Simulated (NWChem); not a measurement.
System: chlorotrifluoromethane (CClF₃); SMILES FC(F)(F)Cl

Here is an NWChem input.

```
start job
memory heap 200 mb stack 900 mb global 1100 mb
geometry units angstroms
  F     -0.987347    -0.746844     0.809882
  C      0.000000     0.000000     0.356229
  F     -0.153113     1.228489     0.809882
  F      1.140460    -0.481645     0.809882
  Cl     0.000000     0.000000    -1.403427
end
basis spherical
  * library 6-31g*
end
dft
  xc hfexch
  iterations 150
end
driver
  maxiter 120
end
task dft optimize
task dft freq
```

Excerpt of the output:

```
             Northwest Computational Chemistry Package (NWChem) 7.3.0
             --------------------------------------------------------

 C3  symmetry detected

                             Geometry "geometry" -> ""
                             -------------------------

 Output coordinates in angstroms (scale by  1.889725989 to convert to a.u.)

  No.       Tag          Charge          X              Y              Z
 ---- ---------------- ---------- -------------- -------------- --------------
    1 F                    9.0000    -0.82800542    -0.92034611    -0.80696342
    2 C                    6.0000     0.00000000     0.00000000    -0.35331042
    3 F                    9.0000     1.21104582    -0.25690067    -0.80696342
    4 F                    9.0000    -0.38304040     1.17724678    -0.80696342
    5 Cl                  17.0000     0.00000000     0.00000000     1.40634558

 Effective nuclear repulsion energy (a.u.)     251.4392022690

      Symmetry information
      --------------------

 Group name             C3
 Group number              5
 Group order               3
 No. of unique centers     3

                                Z-matrix (autoz)
                                --------

 Units are Angstrom for bonds and degrees for angles

      Type          Name      I     J     K     L     M      Value
      ----------- --------  ----- ----- ----- ----- ----- ----------
    1 Stretch                  1     2                       1.31850
    2 Stretch                  2     3                       1.31850
    3 Stretch                  2     4                       1.31850
    4 Stretch                  2     5                       1.75966
    5 Bend                     1     2     3               108.80965
    6 Bend                     1     2     4               108.80965
    7 Bend                     1     2     5               110.12495
    8 Bend                     3     2     4               108.80965
    9 Bend                     3     2     5               110.12495
   10 Bend                     4     2     5               110.12495

  xc_inp: hfexch multiplicative factor not found.

                           NWChem Geometry Optimization
                           ----------------------------

[...]

      ----------------------
      Optimization converged
      ----------------------

  Step       Energy      Delta E   Gmax     Grms     Xrms     Xmax
  ---- ---------------- -------- -------- -------- -------- --------
@    4    -795.65800298 -4.2D-08  0.00001  0.00001  0.00005  0.00016
                                     ok       ok       ok       ok

                                Z-matrix (autoz)
                                --------

 Units are Angstrom for bonds and degrees for angles

      Type          Name      I     J     K     L     M      Value     Gradient
      ----------- --------  ----- ----- ----- ----- ----- ---------- ----------
    1 Stretch                  1     2                       1.30667   -0.00001
    2 Stretch                  2     3                       1.30667   -0.00001
    3 Stretch                  2     4                       1.30667   -0.00001
    4 Stretch                  2     5                       1.74423   -0.00000
    5 Bend                     1     2     3               108.66821    0.00001
    6 Bend                     1     2     4               108.66821    0.00001
    7 Bend                     1     2     5               110.26276   -0.00001
    8 Bend                     3     2     4               108.66821    0.00001
    9 Bend                     3     2     5               110.26276   -0.00001
   10 Bend                     4     2     5               110.26276   -0.00001

                         Geometry "geometry" -> "geometry"
                         ---------------------------------

 Output coordinates in angstroms (scale by  1.889725989 to convert to a.u.)

[...]

 Rotational Constants
 --------------------
 A=   0.196841 cm-1  (  0.283204 K)
 B=   0.113169 cm-1  (  0.162821 K)
 C=   0.113169 cm-1  (  0.162821 K)

 Temperature                      =   298.15K
 frequency scaling parameter      =   1.0000

 Zero-Point correction to Energy  =   10.648 kcal/mol  (  0.016969 au)
 Thermal correction to Energy     =   13.219 kcal/mol  (  0.021066 au)
 Thermal correction to Enthalpy   =   13.811 kcal/mol  (  0.022009 au)

 Total Entropy                    =   67.359 cal/mol-K
   - Translational                =   39.816 cal/mol-K (mol. weight = 103.9641)
   - Rotational                   =   23.768 cal/mol-K (symmetry #  =        3)
   - Vibrational                  =    3.775 cal/mol-K

 Cv (constant volume heat capacity) =   13.137 cal/mol-K
   - Translational                  =    2.979 cal/mol-K
   - Rotational                     =    2.979 cal/mol-K
   - Vibrational                    =    7.178 cal/mol-K

[normal modes left out]

 ----------------------------------------------------------------------------
 Normal Eigenvalue ||           Projected Infra Red Intensities
  Mode   [cm**-1]  || [atomic units] [(debye/angs)**2] [(KM/mol)] [arbitrary]
 ------ ---------- || -------------- ----------------- ---------- -----------
    1        0.000 ||    0.000009           0.000         0.008       0.001
    2        0.000 ||    0.000015           0.000         0.015       0.002
    3        0.000 ||    0.000015           0.000         0.015       0.002
    4        0.000 ||    0.000000           0.000         0.000       0.000
    5        0.000 ||    0.000004           0.000         0.004       0.000
    6        0.000 ||    0.000003           0.000         0.003       0.000
    7      381.949 ||    0.000140           0.003         0.137       0.016
    8      381.949 ||    0.000140           0.003         0.137       0.016
    9      519.984 ||    0.000436           0.010         0.425       0.048
   10      607.703 ||    0.005547           0.128         5.407       0.615
   11      607.703 ||    0.005547           0.128         5.407       0.615
   12      859.313 ||    0.041606           0.960        40.560       4.612
   13     1257.120 ||    0.585315          13.504       570.594      64.876
   14     1418.165 ||    0.357265           8.242       348.280      39.599
   15     1418.165 ||    0.357265           8.242       348.280      39.599
 ----------------------------------------------------------------------------
```

Level: Hartree-Fock/6-31G* (spherical d).
